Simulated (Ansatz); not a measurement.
`C=C[CH2][InH2]` + `[SiH3]N[SiH3]` → `[SiH3][N]([SiH3])[InH2]` + `C=CC` at 700 K and 1 bar (ligand exchange at the In–C bond).

Gas-phase electronic energies from Ansatz, PBE0-D4/def2-TZVP geometries. CCSD(T)/CBS is the MP2 limit (def2-TZVPP, def2-QZVPP) plus CCSD(T) − MP2 in def2-TZVPP, frozen cores. This one scheme is used for every species. def2 core potentials past Kr. For In outer-core shells are correlated without core-valence functions, which leaves a few kJ/mol of doubt a bond. One conformer a species, not always the lowest.

```
                  species  CCSD(T)/CBS energy (Eh)  H − E (kJ/mol)  S (J/(mol·K))
         `C=C[CH2][InH2]`               -308.13010           289.6          450.9
          `[SiH3]N[SiH3]`               -637.10515           245.6          444.2
`[SiH3][N]([SiH3])[InH2]`               -827.51128           275.2          546.6
                   `C=CC`               -117.74610           260.0          340.6
```

H − E and S are ideal-gas, rigid-rotor, harmonic terms from PBE0-D4/def2-TZVP, for one conformer and one mirror image of each species. 1 Eh = 2625.50 kJ/mol, R = 8.31446 J/(mol·K).

**Question.** By hand: ΔE, ΔH, ΔS and ΔG.

**Answer.** ΔE = (-827.51128) + (-117.74610) − (-308.13010) − (-637.10515) = -0.02213 Eh = -58.1 kJ/mol. Δ(H − E) = 275.2 + 260.0 − 289.6 − 245.6 = 0.0, so ΔH = -58.1 kJ/mol. ΔS = 546.6 + 340.6 − 450.9 − 444.2 = -7.9 J/(mol·K). ΔG = -58.1 − 700 × (-7.9)/1000 = -52.6 kJ/mol.

**Question.** By hand: the equilibrium constant, and the temperature at which ΔG would vanish if ΔH and ΔS stayed fixed.

**Answer.** log₁₀ K = −ΔG/(RT ln 10) = 3.9. ΔG = 0 at ΔH/ΔS = 7354 K, far beyond where these terms or the molecules hold.

The number of gas molecules stays the same, so ΔS is small and ΔH decides. A doubt of 5 kJ/mol in ΔE shifts log₁₀ K by 0.4 here. Other conformers and mirror images would add mixing entropy, several J/(mol·K) or more a flexible species. Modes under 60 cm⁻¹, often nearly free rotors, make the harmonic entropy too high. These are equilibria of isolated gas molecules and say nothing of rates. Largest T1 diagnostic: 0.015 (customary marks: 0.02 for closed shells, 0.045 for open ones).
